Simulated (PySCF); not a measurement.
3-silyloxypropanenitrile (C3H7NOSi), SMILES C(CO[SiH3])C#N. Geometry optimised at r2SCAN-D4/def2-SVP. Other conformers were not sampled.

Computed equilibrium geometry at r2SCAN-D4/def2-SVP (PySCF confirms it by a frequency run) as a Z-matrix, and its point group (one conformer of several):
point group Cs.
```
C
O 1 1.4068
H 1 1.1078 2 111.49
H 1 1.1078 3 107.39 2 122.40
C 1 1.5308 3 109.53 4 118.86
H 5 1.1028 1 109.13 3 62.93
H 5 1.1028 6 107.00 1 -117.96
C 5 1.4559 6 109.52 7 -118.63
N 8 1.1626 6 151.14 5 177.15
Si 2 1.6742 1 123.37 3 60.01
H 10 1.4848 2 106.01 1 180.00
H 10 1.4954 11 110.62 2 -119.81
H 10 1.4954 11 110.62 12 -120.39
```
